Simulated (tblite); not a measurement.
Compound: C4H10OSi2.
Numbering: `[CH2:1]=[CH:2][O:3]/[C:4]([SiH3:5])=[CH:6]\[SiH3:7]` (hydrogens: H8, H9 on C1; H10 on C2; H11, H12, H13 on Si5; H14 on C6; H15, H16, H17 on Si7)

Structure used (GFN2-xTB), in Å, numbered top down from 1:
```xyz
17
C4H10OSi2 angstrom
C      0.4752    2.6568   -1.1528
C     -0.1948    1.5398   -0.9116
O      0.3287    0.5496   -0.1589
C     -0.3469   -0.6258    0.0545
Si    -1.9159   -1.0915   -0.9054
C      0.2146   -1.4280    0.9682
Si     1.7749   -0.8860    1.8607
H      1.4639    2.8080   -0.7584
H      0.0431    3.4400   -1.7448
H     -1.1953    1.3753   -1.2984
H     -3.0400   -0.2348   -0.5085
H     -2.2116   -2.4813   -0.5718
H     -1.6821   -0.9536   -2.3469
H     -0.2501   -2.3799    1.1667
H      2.1116   -1.9222    2.8434
H      1.5439    0.3848    2.5504
H      2.8737   -0.7393    0.9036
```

Computed with GFN2-xTB (tblite): harmonic, unscaled wavenumbers at the GFN2-xTB geometry, gas phase. This tight-binding method is rough: wavenumbers can miss measured ones by several per cent, in bad cases by 10 to 20. Modes of hydrogen on silicon can be 10 to 20 % off. One conformer, not necessarily the lowest.

Harmonic wavenumbers (cm⁻¹): 50.7, 79.8, 89.8, 115.9, 137.2, 174.0, 190.7, 265.3, 377.2, 398.9, 482.3, 530.1, 556.8, 577.3, 590.5, 660.7, 709.6, 763.3, 773.5, 786.9, 788.6, 791.6, 793.4, 799.4, 819.3, 821.5, 950.2, 986.3, 1103.4, 1192.9, 1252.4, 1294.7, 1375.9, 1593.4, 1687.2, 2226.3, 2229.0, 2238.3, 2246.6, 2253.4, 2301.6, 3015.7, 3092.3, 3130.4, 3172.0.

A = 1849, B = 1299, C = 777.3 MHz; mass 130.027 u (most abundant isotopes); point group C1, symmetry number 1.

Task: Zero-point energy?

Result: ½Σν̃ = 25233 cm⁻¹ = 301.86 kJ/mol.

Task: Give the ideal-gas entropy at 298.15 K and 1 bar in the rigid-rotor, harmonic-oscillator model (classical rotation).

Result: Translation 169.56, rotation 123.57, vibration 135.49: S = 428.6 J/(mol K).

Task: And Cp and H(298.15 K) − H(0)?

Result: Cp = 173.37 J/(mol K), of which vibrations give 140.11 (their classical limit is 45 R = 374.2); H(298.15 K) − H(0) = 31.21 kJ/mol without the zero-point energy, 21.30 from vibrations.

Task: How do the functions run with temperature in this model?

Result: 
| T (K) | S (J/(mol K)) | Cp (J/(mol K)) | H − H(0) (kJ/mol) | G − H(0) (kJ/mol) | ln q(vib) |
| --- | --- | --- | --- | --- | --- |
| 100 | 297.3 | 84.3 | 5.79 | -23.94 | 1.90 |
| 200 | 368.8 | 128.4 | 16.36 | -57.40 | 4.86 |
| 300 | 429.7 | 174.2 | 31.53 | -97.37 | 7.76 |
| 500 | 535.7 | 241.0 | 73.59 | -194.24 | 13.40 |
| 800 | 662.9 | 299.7 | 155.52 | -374.83 | 21.15 |
| 1000 | 732.7 | 324.7 | 218.10 | -514.55 | 25.79 |

q(vib) and H(0) count from the zero-point level.

Task: Which modes carry the vibrational entropy at 298.15 K?

Result: 50.7 cm⁻¹: 20.04; 79.8 cm⁻¹: 16.30; 89.8 cm⁻¹: 15.33; 115.9 cm⁻¹: 13.25; 137.2 cm⁻¹: 11.89; 174.0 cm⁻¹: 10.01 J/(mol K); the other 39 give 48.66 together.

Task: Blend soft modes into free rotors: weight 1/[1 + (100 cm⁻¹/ν̃)⁴] for the oscillator and the rest for a rotor with moment μB/(μ + B), μ = h/(8π²ν), B = 10⁻⁴⁴ kg m². What vibrational entropy results?

Result: 125.39 J/(mol K) in place of 135.49, which changes −T·S at 298.15 K by +3.01 kJ/mol.

Hindered rotation and anharmonicity are outside this model. Other conformers, if any are populated, would add a mixing term that is left out. The structure is chiral; the term R ln 2 for an equal mix with its mirror image is left out.
